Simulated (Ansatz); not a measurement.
Basis-set extrapolation for C₃H₄SSi, SMILES `C#CC1[SiH2]S1` (PBE0-D4/def2-TZVP geometry, frozen core, Ansatz). Multiplicity 1, RHF reference.

|  | def2-TZVPP | def2-QZVPP |
| --- | --- | --- |
| HF | -802.385882 | -802.410579 |
| MP2 correlation | -0.754446 | -0.808696 |
| CCSD(T) correlation | -0.832950 | not run |

Energies in hartree. Use E(X) = E(∞) + A·exp(−7.88·√X) for Hartree–Fock and E(X) = E(∞) + B·X^(−2.97) for correlation, with X = 3 and 4, and add CCSD(T) minus MP2 of the smaller set to the MP2 limit.

Q: What is the CCSD(T) energy at the basis-set limit?

A: HF limit: -802.410579 + (-0.024697) × 0.13774 = -802.41398. MP2 limit: -0.808696 + (-0.054250) × 0.74074 = -0.84888. Higher-order term: -0.832950 − (-0.754446) = -0.07850. Total: -803.34136 hartree, 321.7 kJ/mol below CCSD(T)/def2-TZVPP.
